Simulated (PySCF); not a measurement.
## Energy of P²⁺ (phosphorus, charge +2) between two integer charges

The 3p alpha orbital of [Ne] 3s2 3p1 is emptied in steps (occupation f), with all orbitals relaxed, ending at [Ne] 3s2. Computed with PySCF 2.14 in aug-pcseg-2 (6s5p3d2f, 50 functions), with no relativity, point nucleus. The exact energy is a straight line in f; departures are measured from the line between the end points of the same method.

Q: Among UHF, LDA, PBE, PBE0, r2SCAN, LC-wPBE, BHandHLYP, wB97X, B3LYP, HSE06, which shows the largest delocalisation error (convex curve), and which is closest to linear?

A: Most convex: LDA (-1.352 eV at f = 0.5); closest to linear: UHF (0.094 eV).

```csv
f,UHF (eV),LDA (eV),PBE (eV),PBE0 (eV),r2SCAN (eV),LC-wPBE (eV),BHandHLYP (eV),wB97X (eV),B3LYP (eV),HSE06 (eV)
1,0.000,0.000,0.000,0.000,0.000,0.000,0.000,0.000,0.000,0.000
0.9,0.034,-0.487,-0.476,-0.350,-0.445,-0.092,-0.231,-0.122,-0.383,-0.387
0.7,0.080,-1.137,-1.109,-0.814,-1.030,-0.210,-0.538,-0.279,-0.892,-0.901
0.5,0.094,-1.352,-1.315,-0.963,-1.213,-0.243,-0.637,-0.326,-1.058,-1.067
0.3,0.078,-1.134,-1.098,-0.802,-1.005,-0.196,-0.531,-0.269,-0.883,-0.889
0.1,0.033,-0.484,-0.466,-0.339,-0.422,-0.079,-0.225,-0.113,-0.375,-0.377
0,0.000,0.000,0.000,0.000,0.000,0.000,0.000,0.000,0.000,0.000
```

```csv
method,E(f=0) − E(f=1) (eV),−ε at f=1 (eV),−ε at f=0.5 (eV)
UHF,29.559,29.943,29.554
LDA,30.209,24.804,30.216
PBE,30.243,24.948,30.277
PBE0,30.256,26.357,30.291
r2SCAN,30.357,25.395,30.430
LC-wPBE,30.428,29.397,30.468
BHandHLYP,30.147,27.571,30.167
wB97X,30.121,28.762,30.154
B3LYP,30.290,26.030,30.316
HSE06,30.254,25.943,30.287
```

Reference removal energy between the ground levels: 30.203 eV (measured; NIST Atomic Spectra Database, ionization energies). The calculation has no spin-orbit coupling. UHF lacks correlation.
